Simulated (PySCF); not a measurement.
Isomers of C9H16, mass 124.125 u with the commonest isotopes. Method: PBE0-D3(BJ)/def2-SVP geometry optimisation, gas phase in PySCF 2.14.0. One conformer each, none proved a minimum here; rigid rotors.

Question: Order these by radius of gyration √(Σ m r²/M), largest first.
A. `[CH3:1][CH2:2][C:3]#[C:4][CH2:5][CH2:6][CH2:7][CH2:8][CH3:9]` with C4–C5–C6–C7 -64°, C5–C6–C7–C8 177°, C6–C7–C8–C9 179° (3-nonyne)
B. `[CH2:1]=[C:2]1[CH2:3][CH2:4][C@@H:5]([CH2:6][CH2:7][CH3:8])[CH2:9]1` with C4–C5–C6–C7 -178°, C5–C6–C7–C8 178°, C1–C2–C3–C4 167°, C2–C3–C4–C5 33°, C3–C4–C5–C6 -166°, C4–C5–C9–C2 32°
C. `[CH3:1][CH2:2][CH2:3][CH:4]=[C:5]1[CH2:6][CH2:7][CH2:8][CH2:9]1` with C1–C2–C3–C4 -178°, C2–C3–C4–C5 -112°, C4–C5–C6–C7 171°, C5–C6–C7–C8 30°, C6–C7–C8–C9 -40°, C7–C8–C9–C5 34°
D. `[CH2:1]1[CH2:2][CH2:3][CH:4]([CH:5]2[CH2:6][CH2:7]2)[CH2:8][CH2:9]1` with C3–C4–C5–C6 82°, C9–C1–C2–C3 -55°, C1–C2–C3–C4 55°, C2–C3–C4–C5 72°, C4–C5–C6–C7 109°
E. `[CH3:1][CH2:2][CH2:3][C@@H:4]1[CH2:5][CH:6]=[CH:7][CH2:8][CH2:9]1` with C1–C2–C3–C4 -176°, C2–C3–C4–C5 -60°, C3–C4–C5–C6 -168°, C4–C5–C6–C7 13°, C6–C7–C8–C9 15°, C7–C8–C9–C4 -46°
F. `[CH2:1]=[C:2]([CH3:3])[C:4](=[CH2:5])[C:6]([CH3:7])([CH3:8])[CH3:9]` with C1–C2–C4–C5 97°
G. `[CH3:1][C@@H:2]1[CH2:3][CH2:4][C@H:5]2[CH2:6][CH2:7][CH2:8][C@@H:9]12` with C1–C2–C3–C4 -166°, C2–C3–C4–C5 40°, C3–C4–C5–C6 -140°, C4–C5–C6–C7 91°

Answer: A (2.858 Å), C (2.604 Å), B (2.502 Å), E (2.444 Å), D (2.134 Å), F (2.087 Å), G (2.005 Å).

Question: Order these by rotational constant C, largest first.
A. `[CH3:1][CH2:2][CH2:3][CH:4]=[C:5]1[CH2:6][CH2:7][CH2:8][CH2:9]1` with C1–C2–C3–C4 -178°, C2–C3–C4–C5 -112°, C4–C5–C6–C7 171°, C5–C6–C7–C8 30°, C6–C7–C8–C9 -40°, C7–C8–C9–C5 34°
B. `[CH3:1][C@@H:2]1[CH2:3][CH2:4][C@H:5]2[CH2:6][CH2:7][CH2:8][C@@H:9]12` with C1–C2–C3–C4 -166°, C2–C3–C4–C5 40°, C3–C4–C5–C6 -140°, C4–C5–C6–C7 91°
C. `[CH3:1][CH2:2][C:3]#[C:4][CH2:5][CH2:6][CH2:7][CH2:8][CH3:9]` with C4–C5–C6–C7 -64°, C5–C6–C7–C8 177°, C6–C7–C8–C9 179° (3-nonyne)
D. `[CH2:1]=[C:2]([CH3:3])[C:4](=[CH2:5])[C:6]([CH3:7])([CH3:8])[CH3:9]` with C1–C2–C4–C5 97°
E. `[CH3:1][CH2:2][CH2:3][C@@H:4]1[CH2:5][CH:6]=[CH:7][CH2:8][CH2:9]1` with C1–C2–C3–C4 -176°, C2–C3–C4–C5 -60°, C3–C4–C5–C6 -168°, C4–C5–C6–C7 13°, C6–C7–C8–C9 15°, C7–C8–C9–C4 -46°
F. `[CH2:1]=[C:2]1[CH2:3][CH2:4][C@@H:5]([CH2:6][CH2:7][CH3:8])[CH2:9]1` with C4–C5–C6–C7 -178°, C5–C6–C7–C8 178°, C1–C2–C3–C4 167°, C2–C3–C4–C5 33°, C3–C4–C5–C6 -166°, C4–C5–C9–C2 32°
G. `[CH2:1]1[CH2:2][CH2:3][CH:4]([CH:5]2[CH2:6][CH2:7]2)[CH2:8][CH2:9]1` with C3–C4–C5–C6 82°, C9–C1–C2–C3 -55°, C1–C2–C3–C4 55°, C2–C3–C4–C5 72°, C4–C5–C6–C7 109°

Answer: D (1158 MHz), B (1094 MHz), G (979.1 MHz), E (698.7 MHz), F (664.8 MHz), A (619.6 MHz), C (511.6 MHz).

Question: Order these by rotational constant A, largest first.
A. `[CH2:1]=[C:2]1[CH2:3][CH2:4][C@@H:5]([CH2:6][CH2:7][CH3:8])[CH2:9]1` with C4–C5–C6–C7 -178°, C5–C6–C7–C8 178°, C1–C2–C3–C4 167°, C2–C3–C4–C5 33°, C3–C4–C5–C6 -166°, C4–C5–C9–C2 32°
B. `[CH3:1][CH2:2][C:3]#[C:4][CH2:5][CH2:6][CH2:7][CH2:8][CH3:9]` with C4–C5–C6–C7 -64°, C5–C6–C7–C8 177°, C6–C7–C8–C9 179° (3-nonyne)
C. `[CH2:1]=[C:2]([CH3:3])[C:4](=[CH2:5])[C:6]([CH3:7])([CH3:8])[CH3:9]` with C1–C2–C4–C5 97°
D. `[CH3:1][CH2:2][CH2:3][CH:4]=[C:5]1[CH2:6][CH2:7][CH2:8][CH2:9]1` with C1–C2–C3–C4 -178°, C2–C3–C4–C5 -112°, C4–C5–C6–C7 171°, C5–C6–C7–C8 30°, C6–C7–C8–C9 -40°, C7–C8–C9–C5 34°
E. `[CH3:1][C@@H:2]1[CH2:3][CH2:4][C@H:5]2[CH2:6][CH2:7][CH2:8][C@@H:9]12` with C1–C2–C3–C4 -166°, C2–C3–C4–C5 40°, C3–C4–C5–C6 -140°, C4–C5–C6–C7 91°
F. `[CH3:1][CH2:2][CH2:3][C@@H:4]1[CH2:5][CH:6]=[CH:7][CH2:8][CH2:9]1` with C1–C2–C3–C4 -176°, C2–C3–C4–C5 -60°, C3–C4–C5–C6 -168°, C4–C5–C6–C7 13°, C6–C7–C8–C9 15°, C7–C8–C9–C4 -46°
G. `[CH2:1]1[CH2:2][CH2:3][CH:4]([CH:5]2[CH2:6][CH2:7]2)[CH2:8][CH2:9]1` with C3–C4–C5–C6 82°, C9–C1–C2–C3 -55°, C1–C2–C3–C4 55°, C2–C3–C4–C5 72°, C4–C5–C6–C7 109°

Answer: D (4346 MHz), F (3953 MHz), A (3808 MHz), G (2952 MHz), E (2537 MHz), C (2214 MHz), B (2125 MHz).

| SMILES | point group | Ia (u·Å²) | Ib (u·Å²) | Ic (u·Å²) | κ | μa (D) | μb (D) | μc (D) |
| --- | --- | --- | --- | --- | --- | --- | --- | --- |
| C=C(C)C(=C)C(C)(C)C | C1 | 228.28 | 416.41 | 436.48 | -0.89 | 0.16 | 0.14 | 0.41 |
| C[C@@H]1CC[C@H]2CCC[C@H]21 | C1 | 199.19 | 336.13 | 462.17 | -0.43 | 0.02 | 0.02 | 0.02 |
| CCCC=C1CCCC1 | C1 | 116.29 | 751.40 | 815.59 | -0.97 | 0.20 | 0.19 | 0.07 |
| C1CCC(C2CC2)CC1 | Cs | 171.20 | 443.52 | 516.19 | -0.84 | 0.09 | 0.00 | 0.04 |
| C=C1CC[C@@H](CCC)C1 | C1 | 132.73 | 660.61 | 760.16 | -0.94 | 0.51 | 0.35 | 0.10 |
| CCC#CCCCCC | C1 | 237.81 | 802.36 | 987.90 | -0.85 | 0.01 | 0.13 | 0.04 |
| CCC[C@@H]1CC=CCC1 | C1 | 127.83 | 631.72 | 723.30 | -0.94 | 0.22 | 0.14 | 0.06 |
